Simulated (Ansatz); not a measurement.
Consider the isomerisation: `B[SiH2]N=C` → `C=NB[SiH3]`.

Isolated molecules relaxed with PBE0-D4/def2-TZVP in Ansatz; ΔE leaves out vibrations. CCSD(T)/CBS adds triple-zeta CCSD(T) − MP2 to the extrapolated MP2 energy (def2 sets, frozen cores). DFT in def2-TZVPP. HSE06 is defined as in plane-wave codes. One conformer a species, not always the lowest.

```tsv
level	ΔE (kJ/mol)
revPBE-D4	-125.6
r2SCAN0-D4	-114.2
B2PLYP	-109.8
HSE06	-120.8
BHLYP	-102.1
CCSD/def2-SVP	-125.7
CCSD(T)/def2-SVP	-131.1
MP2/def2-TZVPP	-102.4
```

(1) What does CCSD(T)/CBS give? (An estimate is asked.)

Largest T1 diagnostic among the species: 0.017.

Results:

(1) Computed: -102.6 kJ/mol. The listed levels differ from it by -23.0, -11.6, -7.2, -18.2, 0.5, -23.1, -28.5, 0.2 kJ/mol.

At CCSD(T), def2-SVP lies −28.5 kJ/mol from the extrapolated value and def2-TZVPP −1.0 kJ/mol. From r2SCAN to r2SCAN0 (25 % exact exchange), in def2-TZVPP and without D4, ΔE moves by +8.3 kJ/mol. In def2-TZVPP, CCSD(T) changes the Hartree–Fock value by −29.3 kJ/mol (the triples alone add −5.3 kJ/mol) and MP2 by −28.2 kJ/mol.
